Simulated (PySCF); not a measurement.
## Badger's rule along the fourth-period p block: bonds to Sn

PBE0 in PySCF with def2-SVP on every atom (core potentials on Sn), for the lowest determinant that a PBE0 search found; no spin–orbit coupling. Badger's rule says that Re = d + c·k^(−1/3) for bonds between atoms of fixed rows.

| molecule | state (unpaired electrons) | Re (Å) | k (mdyn/Å) |
| --- | --- | --- | --- |
| SnSe | singlet (closed shell) | 2.339 | 3.25 |
| SnAs | doublet (π ↑) | 2.442 | ? |
| SnBr | doublet (π ↑) | 2.539 | ? |
| SnGe | triplet (π ↑↑) | 2.576 | ? |
| GaSn | quartet (σ ↑, π ↑↑) | 2.664 | 0.894 |

Q: Fix c and d from SnSe and GaSn.

A: c = (2.664 − 2.339)/(0.894^(−1/3) − 3.25^(−1/3)) = 0.895, d = 2.339 − c·3.25^(−1/3) = 1.734 Å.

Q: Predict k of the others and set the computed values beside them.

A: 

```json
{"molecule": "SnAs", "k by the rule": "2.03", "k computed": "2.29", "difference (%)": "-11"}
{"molecule": "SnBr", "k by the rule": "1.38", "k computed": "1.70", "difference (%)": "-19"}
{"molecule": "SnGe", "k by the rule": "1.20", "k computed": "1.59", "difference (%)": "-24"}
```

The rule misses by 18 % on average; it knows nothing of spin state or of how ionic a bond is, and both change along this series.

Spin–orbit coupling is left out. States were picked by a PBE0 search and need not be the measured ground states.
